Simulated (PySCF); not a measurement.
Job file and geometry (Å, from GFN2-xTB) of an NMR shielding run on SMILES FC(F)O[BH2-][PH3+], CH6BF2OP, GIAO PBE0/pcSseg-1 NMR shielding, non-relativistic, gas phase (PySCF); density fitting, a coarse starting grid and PySCF grid level 2 are the driver's defaults:

```
$ OMP_NUM_THREADS=1 python probes_run.py task.json out

{"job": {"kind": "nmr", "xc": "PBE0", "basis": "pcSseg-1"}, "charge": 0, "multiplicity": 1}
F     -1.015282    -1.116842     0.656357
C     -1.675117    -0.133552    -0.122195
F     -2.675790    -0.810465    -0.711855
O     -0.862909     0.374892    -1.005026
B      0.325008     1.078372    -0.479306
P      1.461538    -0.431042     0.188584
H     -2.116078     0.559371     0.621803
H      0.103129     1.796636     0.443590
H      0.921588     1.549536    -1.382959
H      2.839639    -0.304436     0.146763
H      1.337963    -1.576271    -0.562855
H      1.357510    -0.986885     1.445850
```

Question: Write the output of this run.

Answer: 
```
coarse grid: 10776 points
cycle   1  E = -682.1178407796  dE =  7.790e-01  |g| = 8.967e-01  |ddm| = 2.858e+00
cycle   2  E = -681.9764123334  dE =  1.414e-01  |g| = 1.311e+00  |ddm| = 1.468e+00
cycle   3  E = -682.2595985304  dE = -2.832e-01  |g| = 8.091e-02  |ddm| = 8.956e-01
cycle   4  E = -682.2603482355  dE = -7.497e-04  |g| = 5.621e-02  |ddm| = 9.644e-02
cycle   5  E = -682.2608374745  dE = -4.892e-04  |g| = 9.555e-03  |ddm| = 3.946e-02
cycle   6  E = -682.2608567618  dE = -1.929e-05  |g| = 2.670e-03  |ddm| = 1.182e-02
cycle   7  E = -682.2608583364  dE = -1.575e-06  |g| = 5.668e-04  |ddm| = 2.442e-03
final grid: 100992 points
cycle   8  E = -682.3186275737  dE = -4.139e-05  |g| = 7.693e-03  |ddm| = 2.186e-02
cycle   9  E = -682.3186218089  dE =  5.765e-06  |g| = 9.991e-03  |ddm| = 9.516e-03
cycle  10  E = -682.3186382451  dE = -1.644e-05  |g| = 7.952e-04  |ddm| = 5.501e-03
cycle  11  E = -682.3186383781  dE = -1.330e-07  |g| = 2.278e-04  |ddm| = 9.711e-04
cycle  12  E = -682.3186383884  dE = -1.030e-08  |g| = 1.095e-04  |ddm| = 3.234e-04
cycle  13  E = -682.3186383902  dE = -1.784e-09  |g| = 1.890e-05  |ddm| = 6.685e-05
cycle  14  E = -682.3186383903  dE = -7.503e-11  |g| = 4.853e-06  |ddm| = 2.117e-05
converged SCF energy = -682.3186383903

GIAO shielding tensors (ppm)
atom      isotropic    diamagn.    paramagn.     s11        s22        s33       span
  0 F      243.893     479.490    -235.596    170.346    221.761    339.573    169.228
  1 C       57.718     235.494    -177.776     33.922     59.155     80.076     46.153
  2 F      260.230     469.584    -209.354    166.283    269.377    345.032    178.749
  3 O      223.461     396.333    -172.873    153.808    239.255    277.319    123.511
  4 B      119.541     188.290     -68.749    105.254    110.774    142.595     37.341
  5 P      490.688     968.080    -477.392    455.120    486.403    530.541     75.422
  6 H       25.209      27.019      -1.810     22.211     23.594     29.821      7.611
  7 H       28.570      29.343      -0.773     24.860     28.510     32.340      7.480
  8 H       28.327      29.027      -0.700     24.757     28.430     31.793      7.036
  9 H       28.190      29.196      -1.006     23.663     24.520     36.387     12.724
 10 H       28.025      30.463      -2.438     23.873     26.261     33.941     10.068
 11 H       27.957      30.238      -2.281     23.465     26.195     34.211     10.745
```

Size and cost of the density-fitted run: 139 basis functions, 25 s wall time on 1 thread of an Arm Neoverse N1, shared host; peak memory 0.68 GiB.
